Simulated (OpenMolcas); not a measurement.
Exact exchange and the vertical ionisation energy of CH5BFNO

The species is CH5BFNO (10 atoms), meant as a singlet with charge 0. SMILES: `COB(N)F`. Geometry: relaxed at PBE0-D4/def2-TZVP. This is one conformer, not always the lowest.

The vertical ionisation energy (to the doublet cation) y, in eV, basis cc-pVDZ; a is the functional's share of exact exchange. Programs: OpenMolcas 26.06.

| functional | program | a | y (eV) |
| --- | --- | --- | --- |
| PBE | OpenMolcas | 0 | 9.72 |
| revPBE | OpenMolcas | 0 | 9.66 |
| B3LYP | OpenMolcas | 0.2 | 10.06 |
| PBE0 | OpenMolcas | 0.25 | ? |
| BHLYP | OpenMolcas | 0.5 | 10.26 |

Task: Fit y = c + s·a to the known rows and predict PBE0.

Result: 
1. Means of the 4 rows: a = 0.1750, y = 9.925.
2. Σ(Δa)² = 0.1675, Σ(Δa·Δy) = 0.1945, so the slope is 0.1945/0.1675 = 1.1612.
3. Intercept: 9.925 − (1.1612) × 0.1750 = 9.722. The largest residual of the fit is 0.11.
4. PBE0: 9.722 + (1.1612) × 0.25 = 10.01 eV.

The run gave 10.10 eV, so the prediction is off by -0.09 eV, within the largest residual.
